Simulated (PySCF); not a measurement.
**Radial density of He+ (helium, charge +1)**

UHF, 2p1, 2P determinant (an excited configuration). Computed with PySCF 2.14 in aug-cc-pVTZ with one added diffuse shell each of s, p, d type (5s4p3d, 32 functions), with the non-relativistic Hamiltonian (point nucleus).

```json
{"r (bohr)": "0.0838", "4πr²ρ (e/bohr)": "4.116e-05", "4πr²(ρα − ρβ)": "0.0000"}
{"r (bohr)": "0.141", "4πr²ρ (e/bohr)": "0.0003194", "4πr²(ρα − ρβ)": "0.0003"}
{"r (bohr)": "0.237", "4πr²ρ (e/bohr)": "0.002348", "4πr²(ρα − ρβ)": "0.0023"}
{"r (bohr)": "0.399", "4πr²ρ (e/bohr)": "0.01503", "4πr²(ρα − ρβ)": "0.0150"}
{"r (bohr)": "0.671", "4πr²ρ (e/bohr)": "0.07205", "4πr²(ρα − ρβ)": "0.0720"}
{"r (bohr)": "1.13", "4πr²ρ (e/bohr)": "0.2280", "4πr²(ρα − ρβ)": "0.2280"}
{"r (bohr)": "1.90", "4πr²ρ (e/bohr)": "0.3864", "4πr²(ρα − ρβ)": "0.3864"}
{"r (bohr)": "3.19", "4πr²ρ (e/bohr)": "0.2352", "4πr²(ρα − ρβ)": "0.2352"}
{"r (bohr)": "5.37", "4πr²ρ (e/bohr)": "0.02442", "4πr²(ρα − ρβ)": "0.0244"}
{"r (bohr)": "9.03", "4πr²ρ (e/bohr)": "0.0005523", "4πr²(ρα − ρβ)": "0.0006"}
```

The outer electron is Rydberg-like, and this basis confines it to a smaller radius and binds it less than a complete one would.
